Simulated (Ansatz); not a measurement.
## Abstraction of Cl: C2H4Cl2Si + C2H6Ga → C2H4ClSi + C2H6ClGa

Species: C2H4Cl2Si `C=C[SiH](Cl)Cl`, singlet; C2H6Ga `C[CH2][GaH]`, doublet; C2H4ClSi `C=C[SiH]Cl`, doublet; C2H6ClGa `C[CH2][GaH][Cl]`, singlet. A radical takes Cl: the energy is the difference in strength between the Si–Cl bond broken and the Ga–Cl bond made.

Shapes, held fixed at every level: PBE0-D4/def2-TZVP. Flexible molecules stand in one conformer, not always the lowest. Programs: Ansatz 0.2.0. The zero-point and thermal change to 298 K, harmonic and unscaled (PBE0-D4/def2-TZVP), is +0.5 kJ/mol.

```csv
level,kind,ΔH(298 K) (kJ/mol),less CCSD(T)/def2-TZVPP
HF/def2-SVP,Hartree–Fock,-10.2,-15.2
HF/def2-TZVPP,Hartree–Fock,-2.2,-7.2
SPW92/def2-TZVPP,LDA,+2.6,-2.4
r2SCAN-D4/def2-TZVPP,meta-GGA,-1.1,-6.1
wB97X-V/def2-TZVPP,range-separated hybrid,+6.4,+1.4
CCSD/def2-SVP,coupled cluster or CI,-2.9,-7.9
CCSD/def2-TZVPP,coupled cluster or CI,+4.2,-0.8
CCSD(T)/def2-TZVPP,coupled cluster or CI,+5.0,0.0
```

The highest level, CCSD(T)/def2-TZVPP, gives ΔH(298 K) = +5.0 kJ/mol; the levels span -10.2 to +6.4. They disagree on the sign: 4 of 8 are positive. The column of differences is taken from that level and isn't an error. No measured value is set beside it here. Spin contamination: C2H4ClSi (⟨S²⟩ up to 0.87). Open shells run unrestricted. Relativity is left out for Ga. Outer-core shells of Ga are correlated, in sets that cover them unevenly.
